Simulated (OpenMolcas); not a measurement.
## Ag3+: moving the ligands

Ag3+ with 6 ligands (fluoride) in octahedral coordination (Oh) at 2.06 Å. A charge of +0.5 e stands 2.6 Å behind each ligand. Ligand basis ANO-RCC-VDZP.

```json
{"Program": "OpenMolcas", "Method": "CASSCF", "Basis": "ANO-RCC-VDZP [6s5p3d1f]", "Scalar Hamiltonian": "DKH2, point nucleus", "Active space": "8 electrons in 5 orbitals (4d)", "State averaging": "2S+1 = 3 even, 10 roots; 2S+1 = 1 even, 15 roots", "Spin-orbit coupling": "state interaction with AMFI integrals over the reference wave functions"}
```

Runs around this geometry, states (labels of O, the rotations of Oh). Energies in cm-1 above the lowest state or level, χT in cm3 K/mol; 10Dq and B are least-squares fits to the states below 45000 cm-1, weighted by degeneracy, with a free offset, and given where the rms deviation is under 5 % of |10Dq| (or 100 cm-1) and under 700 cm-1.

```csv
R (Å),Ground state,First state of that spin,10Dq,B (rms of fit),First gap with spin-orbit (degeneracies),χT at 300 K,First state of another spin
2.02,3A2,3T2 17757,17466,901 (124),"11897 (3, 2)",1.282,1E 12421
2.06,3A2,3T2 16212,15942,905 (106),"11627 (3, 2)",1.309,1E 12311
2.14,3A2,3T2 13596,,,"10836 (3, 2)",1.363,1E 12032
```

Taking the first state of the same spin as R^-n, n = -ln(13596 / 17757) / ln(2.14 / 2.02) = 4.6 between the shortest and longest distance.

Without dynamic correlation the repulsion within the d shell is too large (B by tens of per cent), so at a given field states of lower spin stand too high. Real 4d8 and 5d8 ions are as a rule square planar and diamagnetic. The least metal-like active orbital is 75 % on the metal (Löwdin) and no ligand orbital is active, so the numbers are rough. With metal d orbitals alone the field can be off either way by tens of per cent. Ligand-to-metal charge-transfer states are missing. With no ligand orbital active B as a rule stays too high, so bands that hang on it stand too high and its fall with covalency is understated. No measured value stands beside these numbers; the geometry was imposed, not optimised, and the real ion may take another.
